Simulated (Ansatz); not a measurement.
`C[BH][ZnH]` + CH₃OH → `CO[BH][ZnH]` + CH₄ at 400 K and 1 bar (ligand exchange at a B–C bond).

Isolated molecules relaxed with PBE0-D4/def2-TZVP in Ansatz; ΔE leaves out vibrations. CBS: MP2 limit from def2 TZ/QZ plus the TZ coupled-cluster correction, frozen cores. This one scheme is used for every species. For Zn outer-core shells are correlated without core-valence functions, which leaves a few kJ/mol of doubt a bond. Scalar relativity is left out up to krypton. Each species was taken in one conformer, which may not be the lowest.

```
      species  CCSD(T)/CBS energy (Eh)  H − E (kJ/mol)  S (J/(mol·K))
 `C[BH][ZnH]`              -1844.18606           166.8          330.3
        CH₃OH               -115.61712           151.2          252.6
`CO[BH][ZnH]`              -1919.39909           189.3          353.5
          CH₄                -40.46206           131.3          197.2
```

H − E and S are ideal-gas, rigid-rotor, harmonic terms from PBE0-D4/def2-TZVP, for one conformer and one mirror image of each species. 1 Eh = 2625.50 kJ/mol, R = 8.31446 J/(mol·K).

Q: By hand: ΔE, ΔH, ΔS and ΔG.

A: ΔE = (-1919.39909) + (-40.46206) − (-1844.18606) − (-115.61712) = -0.05797 Eh = -152.2 kJ/mol. Δ(H − E) = 189.3 + 131.3 − 166.8 − 151.2 = 2.6, so ΔH = -149.6 kJ/mol. ΔS = 353.5 + 197.2 − 330.3 − 252.6 = -32.2 J/(mol·K). ΔG = -149.6 − 400 × (-32.2)/1000 = -136.7 kJ/mol.

Q: By hand: the equilibrium constant, and the temperature at which ΔG would vanish if ΔH and ΔS stayed fixed.

A: log₁₀ K = −ΔG/(RT ln 10) = 17.9. ΔG = 0 at ΔH/ΔS = 4646 K, far beyond where these terms or the molecules hold.

ΔH outweighs TΔS. A doubt of 5 kJ/mol in ΔE shifts log₁₀ K by 0.7 here. Other conformers and mirror images would add mixing entropy, several J/(mol·K) or more a flexible species. These are equilibria of isolated gas molecules and say nothing of rates. Largest T1 diagnostic: 0.016 (customary marks: 0.02 for closed shells, 0.045 for open ones).
